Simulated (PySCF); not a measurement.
## Bond length, frequency and bond energy of SeI⁺ by level of theory

State: ³Σ⁻ (triplet), unpaired electrons π ↑↑. Set-up: Se cc-pVDZ-PP with ECP10, I cc-pVDZ-PP with ECP28; scalar-relativistic core potentials (PySCF 2.14). De refers to Se⁺ + I in their high-spin ground configurations, without counterpoise correction. The functionals are run spin-unrestricted. A positive dipole points towards I; it is taken about the centre of mass and depends on that origin.

```
      Level  Re (Å)  ωe (cm⁻¹)  De (eV)  μ (D)  CPU s a point (SCF and correlation, without the integrals)
        UHF   2.404        275     0.84  -2.41                                                        0.12
    UHF-MP2   2.362        342     2.15    n/a                                                        0.22
UHF-SCS-MP2   2.374        327     2.01    n/a                                                         n/a
   UHF-CCSD   2.407        295     2.08    n/a                                                         n/a
UHF-CCSD(T)   2.413        294     2.26    n/a                                                         7.5
        PBE   2.406        300     3.58  -0.77                                                        0.69
     r²SCAN   2.384        311     3.26  -0.85                                                        0.98
      M06-L   2.399        302     3.46  -0.72                                                           1
      TPSSh   2.387        309     3.23  -0.90                                                           2
       PBE0   2.373        319     3.08  -1.00                                                           1
        M06   2.387        312     3.25  -0.80                                                           1
    LC-ωPBE   2.339        338     2.53  -1.32                                                         1.1
```

Q: Which functional lies closest to UHF-CCSD(T) in De, which farthest, and by how much do they differ from it?

A: Closest is LC-ωPBE (-7.4 pm in Re, +15.0 % in ωe, +0.27 eV in De against UHF-CCSD(T) in the same basis), farthest PBE (-0.7 pm in Re, +2.0 % in ωe, +1.32 eV in De). CCSD(T) converges more slowly with the basis than the functionals do and binds too weakly in this one, so the order can change at the basis-set limit.

Q: What does a quarter of exact exchange do here, going from PBE to PBE0?

A: PBE0 less PBE: -3.3 pm in Re, +6.3 % in ωe, -0.50 eV in De. Exact exchange removes part of the self-interaction that spreads semilocal densities, and in most molecules shortens and stiffens the bond and lowers De; so it does here.

Q: What does second-order correlation do here, going from UHF to UHF-MP2?

A: UHF-MP2 less UHF: -4.2 pm in Re, +24.4 % in ωe, +1.31 eV in De. Correlation nearly always deepens the well. The bond shortens, as in weak, metallic or heavy-atom bonds, where dispersion and the correlation of outer-core electrons pull the atoms together.

Correlated steps freeze 8 core orbitals. Correlated levels converge slowly with the basis: in double zeta they bind strong bonds too weakly, by up to about 1 eV, and carry superposition errors of some tenths. These are scalar-relativistic numbers at best; spin–orbit coupling would shift them, the dissociation energy most. For an ion De counts to the pair picked by the measured ionisation energies or electron affinities, which need not be the lowest pair at this level. The state is the lowest determinant that a PBE0 search found; another state may lie lower at other levels.

The whole job (state search and all levels along the bond) took about 3.4 min on 1 thread of Arm Neoverse V1 (shared host), peak memory 0.54 GiB.
